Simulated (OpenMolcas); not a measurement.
## Computed transition rates of Sb II

```yaml
Program: OpenMolcas 26.06
Method: "SS-CASPT2, IPEA 0.25 Eh, imaginary shift 0.1 Eh (closed shells correlated: 4d)"
Basis: ANO-RCC-VQZP [8s7p5d3f2g]
Scalar_Hamiltonian: DKH2, point nucleus
Active_space: 4 electrons in 4 orbitals (5s 5p)
State_averaging: 2S+1 = 3 even, 3 roots; 2S+1 = 1 even, 6 roots; 2S+1 = 5 odd, 1 root; 2S+1 = 3 odd, 9 roots; 2S+1 = 1 odd, 8 roots
Spin-orbit_coupling: RASSI with atomic mean-field integrals over the reference wave functions, term energies averaged over their components
```

Rates come from the transition moments of the reference wave functions (E1 and E2 in the length form). At fixed line strength A goes as λ^-3 for E1 and M1 and as λ^-5 for E2, so a rate at the computed wavelength can be rescaled to the measured one. Measured vacuum wavelengths follow from level energies in NIST Handbook of Basic Atomic Spectroscopic Data. Branching counts decays inside the model space alone, at computed energies, and the table is only a selection of the E2 and M1 lines, drawn from those between levels with measured partners whose computed energy lies within a factor of 1.5 of the measured one.

| Upper | Lower | Type | λ computed (nm) | λ measured (nm) | A computed (s-1) | A rescaled (s-1) | Branching % |
| --- | --- | --- | --- | --- | --- | --- | --- |
| 5s² 5p² ³P₂ | 5s² 5p² ³P₁ | M1 | 4291 | 3841 | 1.47e-01 | 2.05e-01 | 98.7 |
| 5s² 5p² ³P₁ | 5s² 5p² ³P₀ | M1 | 3834 | 3274 | 3.07e-01 | 4.93e-01 | 100.0 |
| 5s² 5p² ³P₂ | 5s² 5p² ³P₀ | E2 | 2025 | 1767 | 1.89e-03 | 3.74e-03 | 1.3 |
| 5s² 5p² ¹D₂ | 5s² 5p² ³P₂ | M1 | 1509 | 1402 | 1.42e+00 |  | 50.7 |
| 5s² 5p² ¹D₂ | 5s² 5p² ³P₂ | E2 | 1509 | 1402 | 1.42e-02 |  | 0.5 |
| 5s² 5p² ¹D₂ | 5s² 5p² ³P₁ | M1 | 1116 | 1027 | 1.36e+00 |  | 48.5 |
| 5s² 5p² ¹S₀ | 5s² 5p² ¹D₂ | E2 | 843.8 | 899.6 | 2.59e+00 | 1.88e+00 | 10.3 |
| 5s² 5p² ¹S₀ | 5s² 5p² ³P₂ | E2 | 541.2 | 548 | 2.04e+00 |  | 8.1 |
| 5s² 5p² ¹S₀ | 5s² 5p² ³P₁ | M1 | 480.6 | 479.6 | 2.04e+01 |  | 81.5 |

Spin-changing lines and M1 lines between different terms are not rescaled, since their strength hangs on the term gaps too.

The largest correction is for 5s² 5p² ³P₂ → 5s² 5p² ³P₀ (E2): 1.89e-03 × (2025 / 1767)^5 = 3.74e-03 s-1, a factor of 1.98.

No measured rate stands beside these. Rescaling mends the energy factor alone: line strengths can still be far off where a level mixes with configurations outside the active space, and weak or spin-changing lines hang on small mixing coefficients that depend on the term gaps too, so rescaling need not improve them.

CASPT2 breaks the degeneracy within a term, and the mean is taken; among the terms shown or strongly mixed into the levels shown the widest spread is 34 cm-1 (5s² 5p² ¹D). Over all roots computed the reference weight is 0.82 to 0.93; the roots of lowest weight are the least certain, and an intruder state may touch them. Measured partners are found by configuration, term and J. A level has none where our copy of the source lacks it or the pairing is in doubt (some pairs that miss far off the trend of their configuration count as doubtful). Levels of configurations outside the active space are missing.
